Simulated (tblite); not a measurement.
[C10H23N2OSi2]+ (ionic-liquid cation), SMILES Cn1cc[n+](C[Si](C)(C)O[Si](C)(C)C)c1 at step 1 of a GFN2-xTB optimisation (tblite, gas phase), coordinates in Å:

```
  1 C     3.5460    2.4206    0.0805
  2 N     3.2393    1.0149    0.2480
  3 C     3.8290    0.1601    1.1387
  4 C     3.2406   -1.0667    0.9640
  5 N     2.3038   -0.9270   -0.0358
  6 C     1.4329   -1.9649   -0.5549
  7 Si   -0.4163   -1.6249   -0.0575
  8 C    -1.4982   -2.8381   -1.0038
  9 C    -0.5556   -1.9759    1.7924
 10 O    -0.7634   -0.0603   -0.4063
 11 Si   -2.0645    1.0216   -0.3850
 12 C    -1.4345    2.7482   -0.8207
 13 C    -3.3707    0.5182   -1.6395
 14 C    -2.8428    1.0882    1.3265
 15 C     2.3267    0.3370   -0.4603
 16 H     2.6893    2.9393   -0.3541
 17 H     4.4129    2.5271   -0.5791
 18 H     3.7686    2.8692    1.0504
 19 H     4.6018    0.5220    1.8082
 20 H     3.3852   -2.0244    1.4437
 21 H     1.7410   -2.9455   -0.1756
 22 H     1.5100   -1.9787   -1.6444
 23 H    -2.5359   -2.7170   -0.6978
 24 H    -1.4315   -2.6627   -2.0732
 25 H    -1.2036   -3.8654   -0.8049
 26 H     0.0551   -1.2814    2.3614
 27 H    -0.2362   -2.9896    2.0256
 28 H    -1.5884   -1.8609    2.1167
 29 H    -2.2588    3.4636   -0.8100
 30 H    -0.9932    2.7522   -1.8119
 31 H    -0.6845    3.0743   -0.1065
 32 H    -3.7889   -0.4520   -1.3904
 33 H    -4.1798    1.2467   -1.6585
 34 H    -2.9350    0.4631   -2.6323
 35 H    -3.2690    0.1244    1.5883
 36 H    -2.1018    1.3583    2.0730
 37 H    -3.6400    1.8298    1.3470
 38 H     1.7117    0.7580   -1.2604
```

(1) What are the forces on the atoms (eV/Å)?

## Answers

(1) 
```
  1 C    -0.01   -0.24    0.04
  2 N    -0.14    0.07   -0.04
  3 C    -0.18    0.08   -0.09
  4 C    -0.36    0.21   -0.35
  5 N     0.23   -0.36   -0.14
  6 C     0.32    0.52    0.10
  7 Si   -0.52    0.36    0.06
  8 C     0.00   -0.02   -0.10
  9 C     0.07    0.07    0.04
 10 O     0.11   -0.26    0.10
 11 Si   -0.02    0.01    0.00
 12 C     0.26    0.01   -0.05
 13 C    -0.01   -0.14   -0.14
 14 C     0.03   -0.08    0.16
 15 C    -0.03   -0.03   -0.03
 16 H     0.12   -0.11    0.00
 17 H    -0.09    0.09    0.09
 18 H     0.04   -0.06   -0.10
 19 H    -0.33   -0.35   -0.23
 20 H     0.07    0.41   -0.07
 21 H     0.00    0.40   -0.07
 22 H     0.07    0.00    0.15
 23 H     0.11   -0.09   -0.13
 24 H    -0.13   -0.11   -0.03
 25 H    -0.10    0.05   -0.08
 26 H    -0.05   -0.05    0.19
 27 H    -0.07    0.13    0.07
 28 H     0.19   -0.04    0.04
 29 H     0.26   -0.20    0.00
 30 H     0.03    0.19   -0.02
 31 H     0.00    0.18   -0.06
 32 H    -0.09    0.01   -0.14
 33 H     0.11   -0.16   -0.05
 34 H    -0.17   -0.06   -0.08
 35 H    -0.03    0.08    0.15
 36 H    -0.14   -0.03    0.14
 37 H     0.13   -0.14    0.07
 38 H     0.32   -0.34    0.58
```
